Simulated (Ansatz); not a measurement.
Basis sets compared for Ga₂Cl₃ (the lowest doublet isomer of a short search). The state is a doublet with charge 0. Geometry r2SCAN-D4/def2-SVP. Ansatz on 4 threads of Arm Neoverse V1 on a shared host; times are rough, and most runs start from earlier orbitals.

```xyz
5

Ga   -1.707   -0.223   -0.360
Ga    0.775    0.203   -0.169
Cl   -2.801   -0.933    1.376
Cl    1.546    2.208    0.062
Cl    2.187   -1.255   -0.910
```

The structure comes from a short search, and lower isomers may exist.

Binding counts from free atoms (Ga doublet, Cl doublet) in the same basis, without a counterpoise term.

```json
{"level": "PBE-D4/def2-SVP", "functions": "118", "energy (Eh)": "-5228.4100", "HOMO (eV)": "-5.40", "LUMO (eV)": "-4.62", "binding per atom (eV)": "2.63", "wall time": "1.9 s"}
{"level": "PBE-D4/def2-TZVP", "functions": "207", "energy (Eh)": "-5229.3842", "HOMO (eV)": "-5.54", "LUMO (eV)": "-4.74", "binding per atom (eV)": "2.61", "wall time": "3.6 s"}
{"level": "r2SCAN-D4/def2-TZVP", "functions": "207", "energy (Eh)": "-5230.4122", "HOMO (eV)": "-5.91", "LUMO (eV)": "-4.46", "binding per atom (eV)": "2.62", "wall time": "11 s"}
{"level": "PBE0-D4/def2-SVP", "functions": "118", "energy (Eh)": "-5228.5998", "HOMO (eV)": "-6.39", "LUMO (eV)": "-3.88", "binding per atom (eV)": "2.58", "wall time": "3.7 s"}
{"level": "PBE0-D4/def2-TZVP", "functions": "207", "energy (Eh)": "-5229.5677", "HOMO (eV)": "-6.49", "LUMO (eV)": "-3.96", "binding per atom (eV)": "2.56", "wall time": "8.5 s"}
```

Problem. Estimate the rows for PBE-D4/def2-TZVPD, r2SCAN-D4/def2-TZVPD, PBE0-D4/def2-TZVPD.

Solution. 
```json
{"level": "PBE-D4/def2-TZVPD", "functions": "246", "energy (Eh)": "-5229.3870", "HOMO (eV)": "-5.60", "LUMO (eV)": "-4.80", "binding per atom (eV)": "2.60", "wall time": "7 s"}
{"level": "r2SCAN-D4/def2-TZVPD", "functions": "246", "energy (Eh)": "-5230.4143", "HOMO (eV)": "-5.94", "LUMO (eV)": "-4.49", "binding per atom (eV)": "2.63", "wall time": "17 s"}
{"level": "PBE0-D4/def2-TZVPD", "functions": "246", "energy (Eh)": "-5229.5700", "HOMO (eV)": "-6.53", "LUMO (eV)": "-4.00", "binding per atom (eV)": "2.57", "wall time": "15 s"}
```
